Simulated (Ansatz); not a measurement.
Geometry optimisation, UKS BLYP-D4/def2-SVP in Ansatz 0.2.0.

The input (input.yaml):

```yaml
crystal:
  periodic: [false, false, false]
  atoms:
    - { symbol: W, position_ang: [-0.183884, 0.109013, 0.205781] }
    - { symbol: H, position_ang: [0.805243, 1.136232, 1.172855] }
    - { symbol: H, position_ang: [0.304549, -0.886375, 1.974945] }
    - { symbol: H, position_ang: [0.201674, 1.586611, -0.564417] }
    - { symbol: F, position_ang: [-1.930157, -0.175548, 0.879636] }
    - { symbol: H, position_ang: [0.669628, -1.323588, -0.201113] }
    - { symbol: H, position_ang: [-0.090217, 0.09937, -1.481727] }
    - { symbol: Si, position_ang: [0.071402, -0.242431, 3.336135] }
    - { symbol: H, position_ang: [-0.533495, -1.361097, 4.123532] }
    - { symbol: H, position_ang: [1.396581, 0.135356, 3.87177] }
    - { symbol: H, position_ang: [-0.841324, 0.922456, 3.314804] }
magnetization:
  spin_polarized: true
  initial_magnetization: 1
basis:
  gaussian: { orbitals: def2-SVP }
hamiltonian:
  xc: blyp
  dispersion: d4
relax:
  f_tol: 0.03
  max_steps: 50
```

Run as:

```bash
$ ansatz run input.yaml --threads 4 --pin off --max-ram 5120MiB --backend cpu --events-out ev --progress --plain --runs-dir out
```

Task: Where does it end, and by what steps?

Result: The run converged. The force dipped under the threshold on the way, but the program's further checks kept it going. After 19 steps the energy has fallen by 0.103 eV; H10 moved furthest, 0.82 Å.

| step | energy less start (eV) | largest force component (eV/Å) | accepted |
| --- | --- | --- | --- |
| 0 | 0.0000 | 0.632 | yes |
| 1 | -0.0407 | 0.493 | yes |
| 2 | -0.0660 | 0.148 | yes |
| 3 | -0.0712 | 0.084 | yes |
| 4 | -0.0748 | 0.055 | yes |
| 5 | -0.0779 | 0.125 | yes |
| 6 | -0.0818 | 0.064 | yes |
| 7 | -0.0835 | 0.014 | yes |
| 8 | -0.0848 | 0.059 | yes |
| 9 | -0.0858 | 0.063 | yes |
| 10 | -0.0879 | 0.078 | yes |
| 11 | -0.0880 | 0.228 | yes |
| 12 | -0.0932 | 0.124 | yes |
| 13 | -0.0914 | 0.264 | no |
| 14 | -0.0964 | 0.075 | yes |
| 15 | -0.0982 | 0.183 | yes |
| 16 | -0.1004 | 0.126 | yes |
| 17 | -0.1014 | 0.069 | yes |
| 18 | -0.1022 | 0.036 | yes |
| 19 | -0.1026 | 0.029 | yes |

```xyz
11
Properties=species:S:1:pos:R:3
W -0.165 0.211 0.114
H 0.783 1.556 0.600
H 0.617 -0.254 2.104
H -0.164 1.405 -1.101
F -1.793 -0.037 1.017
H 0.845 -1.169 -0.025
H -0.143 -0.319 -1.505
Si 0.081 -0.331 3.538
H -0.799 -1.534 3.641
H 1.281 -0.454 4.425
H -0.673 0.926 3.824
```

Time of the run: 35 s on 4 threads of Arm Neoverse V2 (shared host), peak memory 0.19 GiB.
